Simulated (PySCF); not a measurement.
# How methods differ on the electron affinity of Pb

Pb⁻ [Xe] 4f14 5d10 6s2 6p3 (4S) → Pb [Xe] 4f14 5d10 6s2 6p2 (3P), as a difference of total energies. All numbers are calculated (PySCF 2.14, a scalar-relativistic core potential, in aug-cc-pwCVDZ-PP with ECP60MDF). Correlated levels: valence: 5s2 5p6 5d10 frozen; valence and next inner shell: nothing frozen outside the core potential. The calculations carry no spin-orbit coupling.

Task: Order these methods by the electron affinity they give, lowest first.
A. M06-2X
B. LC-wPBE
C. PBE0
D. r2SCAN

Result: A (1.120 eV), B (1.262 eV), C (1.309 eV), D (1.419 eV).

Spin-orbit coupling is strong in these open shells (close to jj coupling). The scalar numbers leave it out and a first-order estimate fails, so it can dominate the gap to the real levels.

Errors of the correlated levels include the incompleteness of this basis and the frozen core.

In the anion the highest occupied orbital energy is positive at LDA, PBE, PBE0, r2SCAN, PW91, TPSSh, a self-interaction effect; the basis confines that electron, and the energy difference can still be sensible.

For comparison: 0.357 eV (measured; photodetachment measurements, as compiled on the Wikipedia data page of electron affinities).
